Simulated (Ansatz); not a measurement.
Saddle point of ZnSiH$_{2}$S$_{2}$F$_{4}$, closed shell (SiHSF₃ ([F][Si]([F])([F])[SH]) + ZnHSF ([F][Zn][SH]) → ZnSiHS₂F₃ ([F][Si]([F])([F])[S][Zn][SH]) + HF; bonds formed: F2–H6, S7–Zn8; bonds broken: F2–Zn8, H6–S7), PBE0-D4/def2-TZVP structure:

```
10
angstrom
Si -1.3060 1.2183 -0.5156
F 1.9412 -0.0710 -0.8344
F -1.3181 -0.2696 -1.0495
F -2.6313 1.4611 0.2872
F -1.3033 2.1668 -1.7648
H 1.2876 1.0244 -0.3291
S 0.3539 1.5159 0.7223
Zn 1.0149 -0.9379 0.5671
S 0.5996 -2.6400 1.8271
H 1.3613 -3.4678 1.0896
```

Energies are electronic, without zero-point energy. Barriers and step energies count from the start structure reached by relaxing down the imaginary mode; all methods use the PBE0-D4 structures, on which another method's saddle can fall below an end. Ansatz 0.2.0; basis: def2-TZVPP, with def2-QZVPP for the basis limit; cores frozen in the correlated methods. The 3s and 3p shells of Cu and Zn are frozen; filled d shells are correlated. B3LYP uses VWN-RPA correlation. Extrapolation: Hartree–Fock as exp(−7.88 √X), correlation as X^−2.97.

```
      method  barrier (kJ/mol)  step energy (kJ/mol)
       SPW92             -12.1                 -44.3
      PBE-D4               4.1                 -39.9
     BLYP-D4                 ?                 -27.9
   r2SCAN-D4               7.9                 -37.4
      B97M-V                 ?                 -34.8
     PBE0-D4               9.4                 -45.5
    B3LYP-D4              18.7                 -33.7
  r2SCAN0-D4              11.6                 -43.5
    BHLYP-D4              25.5                 -37.3
CAM-B3LYP-D4              20.0                 -32.3
     wB97X-V                 ?                 -36.0
     wB97M-V              18.2                 -41.2
      B2PLYP              17.9                 -37.9
    PBE-QIDH              12.5                 -48.0
  RPA on PBE              18.7                 -35.0
          HF              45.0                 -38.4
         MP2              14.3                 -46.6
        CCSD              24.1                 -40.1
     CCSD(T)              17.7                 -41.6
```

**Question.** Fill in the withheld barriers. (To be estimated.)

**Answer.** Computed: wB97X-V 19.9; B97M-V 19.4; BLYP-D4 15.9 kJ/mol. Each is the energy of the saddle less that of the start structure, by the same method.

For comparison, the barrier by CCSD(T) at an estimated basis limit (MP2 extrapolated from triple and quadruple zeta, plus CCSD(T) − MP2 in triple zeta) is 19.2 kJ/mol.

No T1 diagnostic of these runs exceeds 0.014.

Labels in which every atom is bracketed show which atoms are joined, not bond orders.

For scale, one of the runs: CCSD(T)/def2-TZVPP, 342 basis functions, launched by `ansatz run in.yaml --threads 4 --pin off --events-out ev --progress --plain --max-ram 46080MiB --backend cuda --devices 0, --max-vram 37GiB`. The run took 18 s on 4 CPU threads of an AMD EPYC 7R13 and a share of one NVIDIA H100 (shared host), with 0.9 GiB of host memory at its peak.
